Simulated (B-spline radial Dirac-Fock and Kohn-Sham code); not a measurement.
The computed values come from a radial finite-basis atomic code: independent-particle photoionisation in a Dirac-Hartree-Slater potential with a Latter tail, all multipoles, thresholds from Dirac-Fock ΔSCF. Kinetic energies are from the vacuum level. Open shells are spread statistically over j, without multiplet splitting. Without correlation, outer binding energies are uncertain by a few eV, most for open f shells.

Question: A free atom or ion in its tabulated ground configuration is ionised with 1000 eV photons and gives these photoelectron lines. Identify it and assign the lines.

```tsv
kinetic energy (eV)	relative cross section
103.2	68.0
118.6	100.0
638.9	3.3
697.8	3.7
713.4	8.0
811.0	8.7
813.6	12.7
885.0	0.77
899.8	0.14
902.8	0.29
```

Answer: Ba⁷⁺, [Kr] 4d10 5s2 5p1. Binding energies are hν less the kinetic energy: 3d3/2 896.8 eV, 3d5/2 881.4 eV, 4s 361.1 eV, 4p1/2 302.2 eV, 4p3/2 286.6 eV, 4d3/2 189.0 eV, 4d5/2 186.4 eV, 5s 115.0 eV, 5p1/2 100.2 eV, 5p3/2 97.24 eV.

Question: A free atom or ion in its tabulated ground configuration is ionised with 521 eV photons and gives these photoelectron lines. Identify it and assign the lines.

```
kinetic energy (eV)  relative cross section
              128.4                    19.8
              199.8                    25.7
              207.8                    53.2
              331.1                    67.8
              332.3                   100.0
              414.0                     3.9
```

Answer: Kr⁶⁺, [Ar] 3d10 4s2. Binding energies are hν less the kinetic energy: 3s 392.6 eV, 3p1/2 321.2 eV, 3p3/2 313.2 eV, 3d3/2 189.9 eV, 3d5/2 188.7 eV, 4s 107.0 eV.
